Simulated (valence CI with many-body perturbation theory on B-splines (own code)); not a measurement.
# Ag XXXIV: electric-dipole lines

Method: configuration interaction combined with many-body perturbation theory (CI+MBPT): four valence electrons over a frozen Dirac-Fock core [Ne], a basis of 11 s, 11 p, 10 d, 8 f, 5 g, 2 h functions for each j, with the one-electron correlation potential Σ1 (screened to all orders), the two-electron term Σ2, the three-electron term Σ3, Breit, model QED; selected single and double excitations, second order for the rest, scaled by the run's own slope (own B-spline code, finite nucleus).

No measured spectrum was set against this ion. As an estimate, large intervals hold to a few tenths of a per cent, small ones and those within an open d or f shell to about a per cent. Among the levels kept, up to 700 cm⁻¹ of a level comes from second order outside the variational space, and about a tenth of that is noise between levels of different J, which matters for small intervals.

Lines 1 to 50 of 546 in falling wavelength, among levels below 473.09 eV, chosen from the strongest by gf and those to the six lowest levels. Wavelengths and rates use the calculated energies. Electric multipoles are in the length gauge, E1 and E2 with the static RPA response of the core. Weak lines are less certain than strong ones. Lines between different terms over intervals too small for the method are left out, as are lines whose strength nearly cancels.

Levels are named by their leading jj configuration (3d3/2^4 stands for four electrons in 3d with j = 3/2), which in mixed levels can hold well under half, so a name can repeat and another be missing. Letters in brackets count levels of one name in rising energy.

```csv
λ vac (nm),Upper,Lower,A (s⁻¹),log gf,Branch %
34.76,(3s 3p1/2^2 3p3/2) J=2,(3s^2 3p3/2^2) J=2,1.03e+07,-3.03,0.2
30.47,(3s 3p1/2^2 3p3/2) J=1,(3s^2 3p3/2^2) J=0,1.29e+07,-3.27,0.0
23.59,(3s 3p1/2^2 3p3/2) J=1,(3s^2 3p3/2^2) J=2,1.63e+08,-2.39,0.4
19.09,(3s 3p1/2 3d3/2 3d5/2) J=5 [a],(3s 3p3/2^2 3d5/2) J=4 [b],1.54e+09,-1.03,2.6
17.99,(3s 3p1/2 3p3/2^2) J=2 [a],(3s^2 3p3/2^2) J=2,2.71e+08,-2.18,5.5
17.44,(3s 3p1/2 3d3/2 3d5/2) J=5 [b],(3s^2 3d3/2 3d5/2) J=4,3.27e+09,-0.79,2.7
16.88,(3s 3p1/2 3d5/2^2) J=5,(3s 3p3/2^2 3d5/2) J=4 [b],2.57e+09,-0.92,4.2
16.36,(3s^2 3p1/2 3d3/2) J=2,(3s^2 3p3/2^2) J=2,2.41e+08,-2.32,62.6
16.34,(3s 3p1/2^2 3p3/2) J=2,(3s^2 3p1/2 3p3/2) J=2,1.74e+09,-1.46,39.2
16.06,(3s 3p1/2 3p3/2 3d5/2) J=5,(3s^2 3p3/2 3d5/2) J=4,3.61e+09,-0.81,100.0
15.95,(3s 3p1/2 3p3/2^2) J=3,(3s^2 3p3/2^2) J=2,2.50e+09,-1.18,56.2
15.42,(3s 3p1/2 3p3/2^2) J=1 [a],(3s^2 3p3/2^2) J=0,1.05e+09,-1.95,0.8
15.28,(3s 3p1/2^2 3p3/2) J=2,(3s^2 3p1/2 3p3/2) J=1,2.69e+09,-1.33,60.6
15.10,(3p1/2^2 3p3/2 3d5/2) J=4,(3s 3p1/2 3p3/2 3d5/2) J=3 [d],3.15e+09,-1.01,3.0
14.37,(3p1/2^2 3p3/2 3d5/2) J=4,(3s 3p1/2 3p3/2 3d5/2) J=3 [c],3.92e+09,-0.96,3.8
14.00,(3s^2 3p1/2 3d3/2) J=1,(3s^2 3p3/2^2) J=0,1.18e+09,-1.98,0.5
13.89,(3p1/2^2 3p3/2 3d3/2) J=2,(3s 3p1/2 3p3/2 3d3/2) J=2 [c],5.66e+09,-1.09,9.3
13.66,(3p1/2 3p3/2^2 3d5/2) J=4 [b],(3s 3p3/2^2 3d3/2) J=4,4.10e+09,-0.99,2.7
13.59,(3p1/2 3p3/2^2 3d5/2) J=4 [a],(3s 3p3/2^2 3d5/2) J=5,5.88e+09,-0.83,6.9
13.44,(3s 3p1/2 3p3/2^2) J=1 [a],(3s^2 3p3/2^2) J=2,1.32e+09,-1.97,1.0
13.37,(3s 3p1/2^2 3p3/2) J=1,(3s^2 3p1/2 3p3/2) J=2,6.38e+09,-1.29,14.9
13.33,(3s 3p1/2 3d5/2^2) J=3,(3s 3p3/2^2 3d5/2) J=2 [a],4.89e+09,-1.04,3.0
13.04,(3p1/2 3p3/2^2 3d5/2) J=3 [a],(3s 3p3/2^2 3d5/2) J=4 [a],7.00e+09,-0.90,5.0
12.98,(3s 3p1/2 3p3/2^2) J=2 [b],(3s^2 3p3/2^2) J=2,1.82e+09,-1.64,3.5
12.96,(3p1/2^2 3p3/2^2) J=2,(3s 3p1/2 3p3/2^2) J=3,1.23e+10,-0.81,31.4
12.95,(3s 3p1/2 3p3/2^2) J=1 [b],(3s^2 3p3/2^2) J=0,2.04e+09,-1.81,0.8
12.93,(3p1/2^2 3p3/2 3d5/2) J=2,(3s 3p1/2 3p3/2 3d5/2) J=2 [b],1.03e+10,-0.89,9.4
12.78,(3s 3p1/2 3d5/2^2) J=5,(3s 3p3/2^2 3d5/2) J=5,6.84e+09,-0.73,11.0
12.75,(3p1/2^2 3p3/2 3d3/2) J=3,(3s 3p1/2 3p3/2 3d5/2) J=3 [a],5.72e+09,-1.01,5.8
12.67,(3s 3p1/2 3p3/2 3d5/2) J=2 [b],(3s^2 3p3/2 3d5/2) J=2 [a],8.13e+09,-1.01,4.8
12.65,(3s 3p1/2^2 3p3/2) J=1,(3s^2 3p1/2 3p3/2) J=1,1.21e+09,-2.06,2.8
12.61,(3s^2 3p1/2 3d5/2) J=3,(3s^2 3p3/2^2) J=2,9.53e+08,-1.80,2.4
12.52,(3s 3p1/2 3d3/2 3d5/2) J=3 [d],(3s 3p3/2^2 3d3/2) J=4,6.97e+09,-0.94,3.1
12.48,(3s 3p1/2 3d3/2^2) J=3,(3s 3p1/2 3p3/2 3d5/2) J=4 [c],5.80e+09,-1.02,7.3
12.35,(3s^2 3p1/2 3d3/2) J=1,(3s^2 3p3/2^2) J=2,6.13e+07,-3.38,0.0
12.34,(3p1/2^2 3p3/2 3d5/2) J=2,(3s 3p1/2 3p3/2 3d5/2) J=3 [b],1.86e+10,-0.67,17.1
12.26,(3p1/2 3p3/2^2 3d5/2) J=3 [b],(3s 3p3/2^2 3d5/2) J=4 [a],6.93e+09,-0.96,4.6
12.16,(3s 3p1/2 3d3/2 3d5/2) J=2 [b],(3s 3p3/2^2 3d3/2) J=3 [a],8.99e+09,-1.00,3.8
11.88,(3p1/2^2 3p3/2 3d3/2) J=3,(3s 3p1/2 3p3/2 3d5/2) J=4 [b],1.89e+10,-0.55,19.1
11.76,(3s 3p1/2 3d5/2^2) J=5,(3s 3p3/2^2 3d5/2) J=4 [a],3.76e+09,-1.07,6.1
11.71,(3s^2 3p1/2 3d5/2) J=2,(3s^2 3p3/2^2) J=2,2.42e+09,-1.60,1.4
11.70,(3p1/2^2 3p3/2 3d3/2) J=2,(3s 3p1/2 3p3/2 3d3/2) J=3 [a],1.87e+10,-0.72,30.7
11.66,(3p1/2^2 3p3/2 3d5/2) J=4,(3s 3p1/2 3p3/2 3d5/2) J=5,3.04e+10,-0.25,29.4
11.61,(3p1/2^2 3p3/2 3d5/2) J=4,(3s 3p1/2 3p3/2 3d5/2) J=3 [a],6.21e+09,-0.95,6.0
11.53,(3s 3p1/2 3d5/2^2) J=4 [a],(3s 3p3/2^2 3d5/2) J=4 [a],1.34e+10,-0.62,8.2
11.52,(3s 3p1/2 3p3/2^2) J=1 [b],(3s^2 3p3/2^2) J=2,3.66e+09,-1.66,1.5
11.51,(3p1/2^2 3p3/2 3d3/2) J=3,(3s 3p1/2 3p3/2 3d5/2) J=4 [a],1.23e+10,-0.77,12.4
11.45,(3p1/2^2 3p3/2 3d5/2) J=2,(3s 3p1/2 3p3/2 3d5/2) J=1 [a],1.28e+10,-0.90,11.7
11.36,(3s 3p1/2 3p3/2^2) J=2 [a],(3s^2 3p1/2 3p3/2) J=2,1.67e+08,-2.79,3.4
11.07,(3p1/2^2 3p3/2 3d3/2) J=1,(3s 3p1/2 3p3/2 3d3/2) J=2 [b],1.93e+10,-0.97,15.3
```

Question: How does gf follow from A for the line at 14.37 nm?

Answer: gf = 1.4992 × (2J+1)_upper × A / σ², with σ = 696085 cm⁻¹ and 2J+1 = 9: gf = 0.109.
